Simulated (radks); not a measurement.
C III, configuration [He] 2s1 2p1 (not the ground configuration). All-electron calculation, scalar-relativistic Kohn-Sham, PBE, spin-polarised, spherical densities, finite nucleus; open shells are filled with parallel spins first; Fermi nuclear charge, rms radius 2.4702 fm. Program: a radial shooting solver on a logarithmic mesh with Libxc functionals. Some entries of the table are withheld. Estimate them.

orbital  occ.  eigenvalue (hartree)  <r> (bohr)
1s up       1             -11.32166      0.2703
1s down     1             -11.26189      0.2697
2s up       1              -1.53812       1.349
2p up       1              -1.21707         (1)

Answer. 
(1) 2p up <r> (bohr): 1.308
